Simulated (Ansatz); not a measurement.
`CC(=O)CCC=C(C)C`. Total charge 0; spin multiplicity 1. The structure was optimised at the PBE0-D4/def2-TZVP level. It is one conformer, not always the lowest.

```xyz
23

C    -2.649    2.017    1.357
C    -1.184    1.919    1.025
O    -0.330    2.206    1.827
C    -0.850    1.450   -0.373
C     0.604    1.035   -0.563
C     0.944   -0.212    0.186
C     1.183   -1.425   -0.315
C     1.505   -2.575    0.588
C     1.165   -1.769   -1.771
H    -3.209    2.483    0.543
H    -3.050    1.007    1.483
H    -2.789    2.574    2.282
H    -1.104    2.285   -1.040
H    -1.531    0.637   -0.647
H     1.239    1.850   -0.204
H     0.801    0.922   -1.631
H     0.984   -0.096    1.267
H     1.504   -2.277    1.638
H     0.782   -3.389    0.461
H     2.489   -2.995    0.352
H     2.139   -2.161   -2.085
H     0.436   -2.562   -1.967
H     0.921   -0.923   -2.413
```

Task: What is the dipole moment at B3LYP/def2-TZVPP? (Estimate.)

Result: Ansatz gave: 2.89 D, with components (-1.88, -0.83, -2.03) D in this frame, pointing from negative to positive charge.

Task: And with PBE, r2SCAN, ωB97M-V? (Estimate.)

Result: Ansatz gave: PBE 2.77 D, r2SCAN 2.88 D, ωB97M-V 2.90 D.

Task: Give the Mulliken charges with B3LYP, ωB97M-V, PBE in def2-TZVPP. (Best estimate.)

Result: The calculation gave: 
```csv
atom,B3LYP,ωB97M-V,PBE
C1,-0.25,-0.31,-0.24
C2,0.20,0.21,0.15
O3,-0.30,-0.30,-0.25
C4,-0.14,-0.18,-0.12
C5,-0.05,-0.20,-0.03
C6,-0.18,-0.17,-0.16
C7,0.00,0.01,-0.01
C8,-0.22,-0.28,-0.22
C9,-0.24,-0.30,-0.23
H10,0.09,0.11,0.09
H11,0.09,0.12,0.09
H12,0.10,0.12,0.10
H13,0.09,0.12,0.08
H14,0.08,0.11,0.08
H15,0.08,0.12,0.07
H16,0.06,0.09,0.05
H17,0.12,0.12,0.09
H18,0.08,0.09,0.07
H19,0.08,0.10,0.08
H20,0.08,0.11,0.08
H21,0.09,0.11,0.08
H22,0.08,0.11,0.08
H23,0.07,0.09,0.07
```

B3LYP here is the variant with VWN-RPA as its local correlation; programs differ in this.
